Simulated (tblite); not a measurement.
Record of a relaxation.

Species: C4H13F2NSi2.
Numbering: `[CH3:1][CH:2]([CH3:3])[Si@H:4]([F:5])[NH:6][SiH2:7][CH2:8][F:9]` (hydrogens: H10, H11, H12 on C1; H13 on C2; H14, H15, H16 on C3; H17 on Si4; H18 on N6; H19, H20 on Si7; H21, H22 on C8)

Computed with GFN2-xTB (tblite), gas phase: L-BFGS steps from a force-field or distance-geometry start until the largest atomic force falls under 0.01 eV/Å. 7 of its 184 geometries are shown.

Step 0: E = -846.5572 eV, largest atomic force 1.956 eV/Å
```
atom  x, y, z in Å  |  force x, y, z in eV/Å
C1     -2.692   -1.191    0.511   -1.851  -0.625  -0.092
C2     -1.859   -0.185   -0.235    0.917  -0.641  -0.324
C3     -2.506    1.149   -0.404   -1.201   1.054  -0.680
Si4    -0.177    0.082    0.553    0.862  -0.054   0.580
F5      0.009    1.725    0.887   -0.023  -1.413  -0.216
N6      1.022   -0.544   -0.590   -0.322   1.740  -0.582
Si7     2.520    0.418   -0.668   -0.919  -0.236  -0.824
C8      3.913   -0.319    0.353    0.584  -0.375  -0.140
F9      3.804   -1.709    0.441    0.154   0.757   0.215
H10    -3.753   -1.049    0.153    0.782  -0.328   0.378
H11    -2.429   -2.242    0.257    0.056   0.808   0.404
H12    -2.733   -1.052    1.603    0.280  -0.076  -0.482
H13    -1.711   -0.602   -1.244   -0.125  -0.019   0.137
H14    -3.612    1.021   -0.536    0.762   0.329   0.323
H15    -2.280    1.846    0.432   -0.478  -0.451  -0.740
H16    -2.147    1.562   -1.369   -0.131   0.244   0.753
H17    -0.123   -0.601    1.870    0.279   0.445  -0.469
H18     0.586   -0.494   -1.543    0.635  -0.406   1.116
H19     2.329    1.833   -0.354    0.119  -0.021   0.129
H20     2.987    0.356   -2.065   -0.155  -0.075   0.000
H21     4.850   -0.110   -0.205   -0.279  -0.224   0.483
H22     3.993    0.122    1.350    0.054  -0.433   0.032
```

Step 30: E = -847.3954 eV, largest atomic force 0.153 eV/Å
```
atom  x, y, z in Å  |  force x, y, z in eV/Å
C1     -2.769   -1.147    0.555   -0.004  -0.007  -0.044
C2     -1.900   -0.184   -0.259   -0.072   0.009  -0.072
C3     -2.618    1.159   -0.420   -0.062   0.021   0.005
Si4    -0.168    0.035    0.503    0.047   0.039  -0.041
F5     -0.020    1.550    1.038    0.039   0.014   0.051
N6      1.050   -0.107   -0.714    0.050  -0.025  -0.056
Si7     2.640    0.574   -0.842    0.034  -0.033  -0.004
C8      3.885   -0.314    0.327   -0.001   0.005   0.010
F9      3.664   -1.683    0.342   -0.008   0.059  -0.039
H10    -3.774   -1.202    0.131    0.076   0.028   0.065
H11    -2.348   -2.151    0.537    0.015   0.069   0.084
H12    -2.848   -0.817    1.591   -0.015  -0.041  -0.109
H13    -1.796   -0.611   -1.261   -0.025  -0.060  -0.058
H14    -3.649    0.993   -0.739    0.045   0.035   0.010
H15    -2.633    1.698    0.525   -0.033   0.000  -0.063
H16    -2.132    1.785   -1.169    0.036  -0.071   0.131
H17     0.059   -0.793    1.675    0.026   0.001   0.109
H18     0.932   -0.923   -1.293   -0.037  -0.035  -0.054
H19     2.627    1.983   -0.474   -0.036   0.032   0.028
H20     3.064    0.337   -2.226   -0.040  -0.010   0.006
H21     4.921   -0.178    0.002   -0.041  -0.015   0.058
H22     3.800    0.015    1.366    0.007  -0.016  -0.016
```

Step 61: E = -847.4258 eV, largest atomic force 0.028 eV/Å
```
atom  x, y, z in Å  |  force x, y, z in eV/Å
C1     -2.741   -1.138    0.582    0.004   0.013   0.000
C2     -1.882   -0.194   -0.258    0.009  -0.002   0.000
C3     -2.588    1.155   -0.411    0.015  -0.012   0.008
Si4    -0.137    0.026    0.483   -0.003  -0.012  -0.019
F5      0.046    1.544    1.005    0.000  -0.015   0.006
N6      1.038   -0.138   -0.773   -0.007   0.008  -0.019
Si7     2.618    0.570   -0.874   -0.003   0.016  -0.004
C8      3.816   -0.316    0.339    0.002   0.001   0.001
F9      3.647   -1.688    0.260    0.007  -0.009  -0.009
H10    -3.718   -1.277    0.122   -0.007   0.000   0.001
H11    -2.267   -2.111    0.683   -0.006  -0.002  -0.010
H12    -2.891   -0.728    1.578   -0.005   0.002   0.018
H13    -1.797   -0.632   -1.259    0.017  -0.007   0.006
H14    -3.560    1.029   -0.887   -0.002  -0.013   0.001
H15    -2.740    1.613    0.563   -0.003   0.009   0.011
H16    -1.993    1.835   -1.015    0.001   0.002  -0.012
H17     0.125   -0.762    1.681   -0.010   0.014  -0.008
H18     0.890   -0.925   -1.385    0.000   0.027   0.009
H19     2.554    1.972   -0.478    0.002   0.007  -0.007
H20     3.067    0.359   -2.252   -0.012  -0.021   0.006
H21     4.868   -0.127    0.111    0.013  -0.001   0.013
H22     3.635   -0.048    1.382   -0.011  -0.005   0.008
```

Step 92: E = -847.4353 eV, largest atomic force 0.059 eV/Å
```
atom  x, y, z in Å  |  force x, y, z in eV/Å
C1     -2.720   -1.127    0.631   -0.021   0.004   0.012
C2     -1.862   -0.211   -0.239   -0.009  -0.016  -0.003
C3     -2.564    1.133   -0.434    0.002   0.001   0.008
Si4    -0.115    0.023    0.484    0.010   0.012   0.005
F5      0.036    1.512    1.093    0.022   0.001  -0.008
N6      1.015   -0.047   -0.819   -0.009  -0.042  -0.040
Si7     2.632    0.571   -0.907    0.004  -0.011  -0.001
C8      3.743   -0.323    0.377    0.011  -0.007   0.011
F9      3.742   -1.687    0.138   -0.005   0.019   0.003
H10    -3.713   -1.246    0.198    0.005  -0.015  -0.002
H11    -2.265   -2.111    0.726   -0.018   0.020   0.004
H12    -2.836   -0.707    1.628    0.004  -0.005   0.007
H13    -1.777   -0.683   -1.224   -0.014  -0.011  -0.018
H14    -3.535    0.993   -0.911    0.020   0.004   0.010
H15    -2.721    1.618    0.526   -0.001   0.008  -0.005
H16    -1.965    1.796   -1.054   -0.017  -0.010  -0.001
H17     0.195   -0.813    1.637    0.005  -0.009  -0.019
H18     0.780   -0.712   -1.540    0.008   0.044   0.031
H19     2.654    1.995   -0.589   -0.009   0.012   0.012
H20     3.095    0.249   -2.257    0.014   0.004  -0.010
H21     4.788   -0.007    0.332   -0.006  -0.010   0.011
H22     3.384   -0.195    1.402    0.004   0.008  -0.006
```

Step 122: E = -847.4480 eV, largest atomic force 0.057 eV/Å
```
atom  x, y, z in Å  |  force x, y, z in eV/Å
C1     -2.707   -1.082    0.735    0.012   0.024   0.002
C2     -1.867   -0.265   -0.247    0.003  -0.017   0.014
C3     -2.527    1.099   -0.462    0.020  -0.025  -0.016
Si4    -0.074   -0.077    0.371   -0.003  -0.004   0.020
F5      0.075    1.332    1.154    0.006  -0.031   0.000
N6      1.024    0.019   -0.958   -0.009  -0.013  -0.015
Si7     2.663    0.584   -0.933   -0.015   0.028  -0.037
C8      3.630   -0.306    0.462   -0.021   0.013  -0.003
F9      3.766   -1.653    0.174    0.009   0.007  -0.003
H10    -3.728   -1.184    0.368    0.007  -0.017  -0.001
H11    -2.292   -2.077    0.881   -0.001   0.032  -0.019
H12    -2.745   -0.581    1.700    0.002  -0.020   0.011
H13    -1.869   -0.795   -1.206   -0.011   0.012   0.021
H14    -3.551    0.972   -0.812   -0.009   0.009  -0.004
H15    -2.550    1.657    0.470   -0.010   0.000   0.001
H16    -1.984    1.689   -1.196    0.035   0.002  -0.019
H17     0.321   -1.044    1.387   -0.010  -0.005  -0.015
H18     0.699   -0.357   -1.834    0.017   0.022   0.047
H19     2.717    2.015   -0.629    0.003   0.002  -0.006
H20     3.231    0.242   -2.238   -0.015  -0.007   0.032
H21     4.643    0.087    0.584   -0.028  -0.049   0.009
H22     3.115   -0.255    1.425    0.019   0.037  -0.018
```

Step 152: E = -847.4962 eV, largest atomic force 0.048 eV/Å
```
atom  x, y, z in Å  |  force x, y, z in eV/Å
C1     -2.675   -0.983    0.886   -0.033  -0.003   0.008
C2     -1.834   -0.385   -0.239   -0.020  -0.016   0.003
C3     -2.309    1.029   -0.571   -0.027   0.036   0.010
Si4    -0.001   -0.402    0.251    0.011  -0.030   0.022
F5      0.200    0.647    1.468   -0.002   0.000   0.013
N6      0.974    0.198   -1.044    0.006  -0.007   0.004
Si7     2.621    0.722   -0.971    0.005  -0.017   0.005
C8      3.378   -0.159    0.547    0.004  -0.001  -0.005
F9      3.236   -1.529    0.413    0.009   0.008   0.019
H10    -3.728   -0.998    0.610   -0.029   0.022   0.015
H11    -2.367   -2.005    1.096    0.005   0.037   0.012
H12    -2.569   -0.398    1.798    0.004  -0.018  -0.044
H13    -1.990   -1.007   -1.125    0.020  -0.016  -0.024
H14    -3.380    1.038   -0.779    0.019  -0.015  -0.005
H15    -2.120    1.698    0.265   -0.022   0.000   0.003
H16    -1.788    1.419   -1.444   -0.003   0.007   0.010
H17     0.451   -1.666    0.805    0.015  -0.014  -0.007
H18     0.541    0.212   -1.952    0.023   0.021   0.002
H19     2.748    2.167   -0.759   -0.009   0.010   0.012
H20     3.282    0.286   -2.200    0.004  -0.019  -0.023
H21     4.447    0.022    0.668    0.024   0.027  -0.019
H22     2.872    0.114    1.475   -0.004  -0.010  -0.011
```

Step 183: E = -847.5046 eV, largest atomic force 0.009 eV/Å
```
atom  x, y, z in Å  |  force x, y, z in eV/Å
C1     -2.714   -0.967    0.880    0.004   0.001  -0.008
C2     -1.841   -0.394   -0.234    0.003   0.004  -0.005
C3     -2.302    1.023   -0.577    0.003   0.001   0.002
Si4    -0.008   -0.446    0.272   -0.004   0.004   0.005
F5      0.196    0.547    1.535    0.002  -0.006  -0.001
N6      0.964    0.197   -1.006   -0.001   0.002   0.002
Si7     2.618    0.704   -0.980    0.001   0.000   0.004
C8      3.425   -0.128    0.538   -0.002   0.002  -0.005
F9      3.310   -1.503    0.449    0.005  -0.007   0.001
H10    -3.765   -0.945    0.595    0.000  -0.001   0.003
H11    -2.439   -1.996    1.097   -0.003  -0.002   0.007
H12    -2.596   -0.384    1.791   -0.002  -0.004  -0.005
H13    -1.986   -1.019   -1.122   -0.005   0.002   0.001
H14    -3.349    1.022   -0.876    0.003   0.001   0.002
H15    -2.196    1.673    0.289    0.003   0.002   0.001
H16    -1.715    1.444   -1.391   -0.002   0.000  -0.001
H17     0.449   -1.735    0.760    0.002   0.003  -0.002
H18     0.506    0.292   -1.897    0.001  -0.004   0.002
H19     2.755    2.154   -0.800   -0.005   0.001  -0.007
H20     3.246    0.235   -2.216    0.001  -0.002   0.003
H21     4.493    0.084    0.619    0.000   0.003   0.001
H22     2.939    0.160    1.472   -0.003   0.001   0.001
```

**Question.** Summarise the path.

**Answer.** The energy falls by 0.9474 eV from step 0 to step 183; nine tenths of that is first reached at step 37. It falls at every step. The largest force goes from 1.956 to 0.009 eV/Å. Among the bonds Si4–F5 changes most, from 1.687 to 1.620 Å; the atoms move by 0.750 Å rms after alignment.

The cost below is that of the whole relaxation. The run took 3.2 s of wall time on Arm Neoverse N1, one thread, shared host.
